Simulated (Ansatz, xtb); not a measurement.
Breaking the Mg1–H2 bond in MgH (multiplicity 2 held). Energies count from the point at 1.743 Å.


```csv
level,energy at R = 6.971 Å (eV),minus FCI/def2-SVP,cost
GFN2-xTB,2.842,1.613,-
U-HF/def2-SVP,1.155,-0.074,-
U-MP2/def2-SVP,1.268,0.039,-
U-SCS-MP2/def2-SVP,1.275,0.045,-
U-CCSD/def2-SVP,1.213,-0.016,-
U-CCSD(T)/def2-SVP,1.223,-0.006,×1
"CASSCF(3,5)/def2-SVP",0.977,-0.252,-
"SC-NEVPT2 on CASSCF(3,5)/def2-SVP",1.108,-0.121,-
"FIC-NEVPT4(SD) on CASSCF(3,5)/def2-SVP",1.183,-0.047,-
"FIC-MRCISD on CASSCF(3,5)/def2-SVP",1.212,-0.017,-
"FIC-MRCISD+Q on CASSCF(3,5)/def2-SVP",1.216,-0.013,-
FCI/def2-SVP,1.229,0.000,×1
```

 Full CI is exact for the correlated electrons in its own basis alone.

The rows run from 0.977 (CASSCF(3,5)/def2-SVP) to 2.842 eV (GFN2-xTB). In def2-SVP the value moves U-HF 1.155, U-MP2 1.268, U-CCSD 1.213, U-CCSD(T) 1.223, a shift of 0.068 from U-HF to U-CCSD(T).

U- levels take the lowest unrestricted solution at each point, which mixes spins at long bonds. Active spaces are followed from rest. Full CI gives the lowest state of the spin. Levels need not reach the same state.

Correlated levels freeze the cores.

The values were computed with Ansatz (Gaussian orbitals); xtb for the GFN methods. Each number belongs to the level named beside it. The GFN methods have no spin term and hold the electronic entropy of 300 K.

Costs are rough ratios of core time to U-CCSD(T)/def2-SVP (about 0.8 s over the structures, on one shared machine); a dash marks a level with no comparable run of its own.

Ansatz is an electronic-structure program.
